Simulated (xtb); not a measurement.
CH4ClFOSi2, SMILES O=C([SiH2]F)[SiH2]Cl. All values are semi-empirical tight-binding results from xtb (GFN2-xTB unless named), good for trends rather than for accurate numbers. Coordinates come from a GFN2-xTB optimisation. The structure was generated by enumeration, and PubChem lists no compound with its InChIKey, so it may never have been made. One conformer was computed; it need not be the lowest.

Optimised geometry:

```xyz
10

O      0.0587    -1.1020    -2.0463
C      0.2007    -0.6096    -0.9435
Si     1.8230     0.3442    -0.5055
F      1.9608     0.1245     1.0878
Si    -1.2320    -0.7768     0.3611
Cl    -1.7152     1.1079     0.8719
H      1.6620     1.7727    -0.7068
H      2.9912    -0.2701    -1.1037
H     -2.3656    -1.4336    -0.2728
H     -0.7254    -1.4941     1.5243
```
Charge 0, spin multiplicity 1.

```
Property                                       Result
--------------------------------------  -------------
orbital gap                                   1.79 eV
dipole moment                                  0.59 D
zero-point energy                       28.2 kcal/mol
G − E(el) at 298.15 K (modified RRHO)    6.2 kcal/mol
static polarisability (D4 model)           86.3 bohr³
solvation energy, GFN2-xTB/ALPB(water)   0.3 kcal/mol
solvation energy, GFN2-xTB/ALPB(dmso)   -4.3 kcal/mol
```

Computed atomic charges and the Wiberg bond orders between heavy atoms:
charges (e) O1 -0.35, C2 0.02, Si3 0.53, F4 -0.28, Si5 0.48, Cl6 -0.21, H7 -0.05, H8 -0.05, H9 -0.05, H10 -0.05. Bond orders O1–C2 1.96, C2–Si3 0.82, Si3–F4 1.09, C2–Si5 0.81, Si5–Cl6 1.15.
